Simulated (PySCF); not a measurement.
Si(H)(Me)2(SeH) (C2H8SeSi), SMILES [SeH][SiH](C)C.

Geometry optimised at r2SCAN-D4/def2-SVP. Other conformers were not sampled.

All values below come from PySCF with TDA-PBE/def2-SVPD.

Vertical excitations.  State labels are in the subgroup Cs.

Computed excitation energies, oscillator strengths and character:
```csv
state,symmetry,energy (eV),λ (nm),f,main pairs
S1,A",5.06,245,0.018,HOMO→LUMO 98 %
S2,A",5.42,229,0.031,HOMO→LUMO+1 99 %
S3,A",5.58,222,0.024,HOMO→LUMO+2 99 %
S4,A",6.14,202,0.002,HOMO→LUMO+4 100 %
S5,A',6.14,202,0.016,HOMO→LUMO+3 95 %
S6,A',6.78,183,0.059,"HOMO−1→LUMO 70 %, HOMO→LUMO+5 27 %"
S7,A",6.89,180,0.000,"HOMO→LUMO+6 67 %, HOMO→LUMO+7 32 %"
S8,A',6.89,180,0.015,"HOMO→LUMO+5 68 %, HOMO−1→LUMO 22 %"
S9,A",6.97,178,0.029,"HOMO→LUMO+7 63 %, HOMO→LUMO+6 28 %"
S10,A",7.17,173,0.001,HOMO−2→LUMO 97 %
T1,A",4.68,265,0,HOMO→LUMO 99 %
T2,A",5.08,244,0,HOMO→LUMO+1 99 %
T3,A",5.47,227,0,HOMO→LUMO+2 99 %
T4,A',5.86,211,0,HOMO→LUMO+3 98 %
```
Triplets are in the Tamm–Dancoff approximation.
